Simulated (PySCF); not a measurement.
F$_{2}$Si (SMILES F[Si]F), singlet, geometry from GFN2-xTB. Base run: PySCF with DF-TPSS/def2-TZVP.

Input for PySCF:
```python
from pyscf import gto, scf, dft

mol = gto.Mole()
mol.atom = '''
    Si   -0.03685565   -0.01764442    0.62704345
    F     1.00111955   -0.63280559   -0.44873539
    F    -0.94378855    0.66025247   -0.52666553
'''
mol.basis = 'def2-tzvp'
mol.verbose = 4
mol.build()

mf = dft.RKS(mol)
mf.xc = 'tpss'
mf = mf.density_fit(auxbasis='def2-universal-jkfit')
mf.kernel()
```

Each row names what was changed in the base input (with any setting that the change needs).

| change | basis functions | E (Eh) | HOMO (eV) | HOMO-LUMO gap (eV) | dipole (D) |
|---|---|---|---|---|---|
| base | 99 | -489.39993 | -7.45 | 4.43 | 1.41 |
| basis = LANL2DZ | 26 | -203.65142 | -7.74 | 4.27 | 1.99 |
| basis = 3-21G | 31 | -486.65228 | -6.94 | 4.29 | 0.99 |
| basis = pcseg-0 | 31 | -488.34339 | -7.34 | 4.36 | 1.42 |
| basis = 6-31G* | 46 | -489.26132 | -7.18 | 4.47 | 1.13 |
| basis = def2-SVP | 46 | -489.03387 | -7.28 | 4.45 | 1.25 |
| basis = def2-SV(P) | 46 | -489.03387 | -7.28 | 4.45 | 1.25 |
| basis = pcseg-1 | 46 | -489.23575 | -7.49 | 4.43 | 1.51 |
| basis = 6-31+G* | 58 | -489.28442 | -7.59 | 4.41 | 1.60 |
| basis = 6-311G** | 62 | -489.34887 | -7.39 | 4.44 | 1.54 |
| basis = aug-cc-pVDZ | 73 | -489.31690 | -7.55 | 4.38 | 1.46 |
| basis = 6-311+G(2d,p) | 89 | -489.37287 | -7.59 | 4.40 | 1.56 |
| basis = cc-pV(T+d)Z | 99 | -489.39147 | -7.42 | 4.45 | 1.33 |

Totals compare only among sets that treat the same electrons; sets with core potentials leave the core out.
